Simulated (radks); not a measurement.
Results of a calculation; reference values are marked as such.
Q: Species: N I. Configuration: [He] 2s1 2p4 (not the ground configuration). Code: a radial shooting solver on a logarithmic mesh with Libxc functionals. Model: non-relativistic Kohn-Sham, PBE, spin-unpolarised, spherical densities, point nucleus. Some entries of the table are withheld. Estimate them.

orbital  occ.  eigenvalue (hartree)  <r^2> (bohr^2)  r(max) (bohr)
1s          2             -14.15935         0.07143         0.1483
2s          1                   (1)           2.106            (2)
2p          4                   (3)             (4)            (5)

A: 
(1) 2s eigenvalue (hartree): -0.69831
(2) 2s r(max) (bohr): 1.013
(3) 2p eigenvalue (hartree): -0.27603
(4) 2p <r^2> (bohr^2): 2.856
(5) 2p r(max) (bohr): 0.9727
